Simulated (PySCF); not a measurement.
**[La(NH3)2]3+ at several levels of theory**

Computed with PySCF 2.14.0 (density fitting, no spin-orbit coupling) at the geometry relaxed with PBE0:

```xyz
9
[La(NH3)2]3+ (singlet)
La    1.1657    0.2154   -0.0001
N    -0.1943   -0.0309    2.1058
H     0.2688    0.3203    2.9678
H    -1.1091    0.4604    2.1247
H    -0.4532   -1.0019    2.3707
N    -0.1936   -0.0377   -2.1053
H     0.2955   -0.5188   -2.8865
H    -1.0792   -0.5747   -2.0271
H    -0.5052    0.8487   -2.5500
```

```tsv
level	basis	state	HOMO (eV)	gap (eV)	charge on La1 (e)	population of f-type functions on La1 (polarisation alone where 4f lies in the core)	dipole about the centre of mass (D)	largest force component (eV/Å)
PBE0	La lcecp-1-SVP with ECP46, N def2-SVP, H def2-SVP	singlet	-25.10	7.48	2.20	0.03	2.86	0.01
M06-L	the same	singlet	-23.88	5.91	2.26	0.03	2.72	0.22
TPSSh	the same	singlet	-24.29	6.31	2.19	0.03	2.89	0.14
BP86	the same	singlet	-23.74	5.21	2.12	0.03	3.14	0.40
PBE0	La lcecp-1-TZVP with ECP46, N def2-TZVP, H def2-TZVP	singlet	-25.00	7.50	2.32	0.05	2.92	0.30
PBE0	La x2c-SVPall, N x2c-SVPall, H x2c-SVPall	singlet	-25.15	7.37	2.16	0.08	2.88	0.46
```

In the lcecp rows the 4f levels are missing from HOMO and gap, and the state counts the valence alone.

Charges are Mulliken's, which hang on the basis. The relaxation used the grid (50, 194), these runs (75, 302) or, all-electron (x2c bases, spin-free X2C Hamiltonian), (99, 590).

Problem. What does TPSS with La lcecp-1-SVP with ECP46, N def2-SVP, H def2-SVP give here?

Solution. state singlet, HOMO (eV) -23.72, gap (eV) 5.40, charge on La1 (e) 2.16, population of f-type functions on La1 (polarisation alone where 4f lies in the core) 0.03, dipole about the centre of mass (D) 3.00, largest force component (eV/Å) 0.27. Time: 7.7 s on 2 threads of Arm Neoverse V1, on a shared host, from an already converged density.

In the first row's basis the gap widens with exact exchange: 5.2 to 5.9 eV for BP86, TPSS, M06-L (none); 6.3 to 7.5 eV for TPSSh, PBE0 (a fixed share).

A frequency check found unstable modes (2, the lowest at -28 cm⁻¹), so the relaxed geometry is a saddle point, or these are noise.
